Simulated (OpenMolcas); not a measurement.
**Lines of In⁺: computed and rescaled rates**

| Quantity | Value |
| --- | --- |
| Program | OpenMolcas 26.06 |
| Method | MS-CASPT2, IPEA 0.25 Eh, imaginary shift 0.1 Eh (closed shells correlated: 4d) |
| Basis | ANO-RCC-VTZP [7s6p4d2f1g] |
| Scalar Hamiltonian | DKH2, point nucleus |
| Active space | 2 electrons in 8 orbitals (5s 5p 6s 6p) |
| State averaging | 2S+1 = 3 even, 3 roots; 2S+1 = 1 even, 7 roots; 2S+1 = 3 odd, 3 roots; 2S+1 = 1 odd, 3 roots |
| Spin-orbit coupling | RASSI with atomic mean-field integrals over the reference wave functions, term energies averaged over their components |

Rates come from the transition moments of the reference wave functions (E1 and E2 in the length form). At fixed line strength A goes as λ^-3 for E1 and M1 and as λ^-5 for E2, so a rate at the computed wavelength can be rescaled to the measured one. Measured vacuum wavelengths follow from level energies in NIST Handbook of Basic Atomic Spectroscopic Data. Branching counts decays inside the model space alone, at computed energies, and the table is only a selection of the E1 lines, drawn from those between levels with measured partners whose computed energy lies within a factor of 1.5 of the measured one.

```
         Upper       Lower  Type  λ computed (nm)  λ measured (nm)  A computed (s-1)  A rescaled (s-1)  Branching %
5p² ³P₂ [73 %]  5s 5p ¹P°₁    E1            241.4            235.1          1.53e+08                            9.0
5p² ¹D₂ [73 %]  5s 5p ¹P°₁    E1              226            289.1          5.61e+08          2.68e+08         48.3
       5p² ³P₁  5s 5p ³P°₂    E1            171.8            174.2          8.00e+08          7.67e+08         38.7
5p² ³P₂ [73 %]  5s 5p ³P°₂    E1            168.9            167.4          1.10e+09          1.13e+09         64.4
       5p² ³P₀  5s 5p ³P°₁    E1            168.8            171.7          2.02e+09          1.92e+09         99.9
       5p² ³P₁  5s 5p ³P°₁    E1            166.3              167          5.28e+08          5.21e+08         25.6
       5p² ³P₁  5s 5p ³P°₀    E1            163.9              164          7.37e+08          7.36e+08         35.7
5p² ³P₂ [73 %]  5s 5p ³P°₁    E1            163.5            160.7          4.54e+08          4.78e+08         26.6
5p² ¹D₂ [73 %]  5s 5p ³P°₂    E1            161.2            193.1          4.79e+08                           41.2
5p² ¹D₂ [73 %]  5s 5p ³P°₁    E1            156.3            184.2          1.22e+08                           10.5
```

Spin-changing lines and M1 lines between different terms are not rescaled, since their strength hangs on the term gaps too.

The largest correction is for 5p² ¹D₂ [73 %] → 5s 5p ¹P°₁ (E1): 5.61e+08 × (226 / 289.1)^3 = 2.68e+08 s-1, a factor of 0.48.

The computed rate and branching of 5p² ³P₀ → 5s 5p ³P°₁ give the upper level a radiative lifetime of 0.999 / 2.02e+09 s-1 = 4.95e-10 s, counting decays inside the model space alone. The rescaled rate gives about 5.2e-10 s.

The computed order of these levels differs from the measured one in 1 place, and where term gaps are wrong the rates of spin-changing lines can be off by large factors.

No measured rate stands beside these. Rescaling mends the energy factor alone: line strengths can still be far off where a level mixes with configurations outside the active space, and weak or spin-changing lines hang on small mixing coefficients that depend on the term gaps too, so rescaling need not improve them.

CASPT2 does not keep the components of a term degenerate, so their means are used; among the terms shown or strongly mixed into the levels shown the widest spread is 71 cm-1 (5p² ¹D). Some levels mix across a computed gap that differs much from the measured one, so their mixing is not that of the real levels. The run also gave levels led by 5s 6s, which use shells meant for correlation; these and all levels above them are left out. The ¹D term of p² mixes with s d, which this space lacks. Measured partners are found by configuration, term and J. A level has none where our copy of the source lacks it or the pairing is in doubt (some pairs that miss far off the trend of their configuration count as doubtful). Levels of configurations outside the active space are missing.

A share in square brackets marks a mixed level and gives the weight of the term that names it. ° marks odd parity.
